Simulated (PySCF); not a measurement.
In(I)3 anion (I3In), SMILES [I][In]([I])[I] (connectivity only; charge and spin as stated), charge -1, multiplicity 2.

Geometry optimised at r2SCAN-D4/def2-SVPD. The multiplicity is an assumed one; no other spin state was optimised. The isomer is the one that the SMILES or the coordinates give; other isomers of the formula were not compared. The def2 effective core potentials stand for the cores of I, In; spin–orbit coupling is left out.

Computed with r2SCAN-D4/def2-SVPD (PySCF).

Frequencies are harmonic and unscaled.

Modes within 1.5 cm⁻¹ of each other (mostly degenerate sets) share a row, with their intensities summed.

```
mode  ν (cm⁻¹)  IR (km/mol)  moving atoms (share of kinetic energy)
----  --------  -----------  --------------------------------------
1–2         36          0.1                         I 89 %, In 11 %
3           49          0.3                         I 61 %, In 39 %
4          129          2.9                         I 62 %, In 38 %
5–6        157         82.2                         In 62 %, I 38 %
```
